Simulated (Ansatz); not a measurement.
Program: Ansatz. Geometries: PBE0-D4/def2-TZVP. ΔE: electronic, gas phase. CBS: MP2 limit from def2 TZ/QZ plus the TZ coupled-cluster correction, frozen cores. This one scheme is used for every species. Functionals use def2-TZVPP. def2 core potentials past Kr. For Sn outer-core shells are correlated without core-valence functions, which leaves a few kJ/mol of doubt a bond. One conformer a species, not always the lowest.

Consider the formal hydrolysis of the Sn–N bond: `C[SiH2][NH][SnH3]` + H₂O → `[OH][SnH3]` + `C[SiH2]N`.

```tsv
level	ΔE (kJ/mol)
PBE0-D4	-8.1
PBE0	-15.1
```

(1) What does CCSD(T)/CBS give? (Estimate.)

Largest T1 diagnostic among the species: 0.014.

Results:

(1) Ansatz gave: -3.3 kJ/mol. The listed levels differ from it by -4.8, -11.8 kJ/mol.

From PBE to PBE0 (25 % exact exchange), in def2-TZVPP and without D4, ΔE moves by +4.9 kJ/mol. In def2-TZVPP, CCSD(T) changes the Hartree–Fock value by +15.8 kJ/mol (the triples alone add +1.7 kJ/mol) and MP2 by +17.8 kJ/mol.
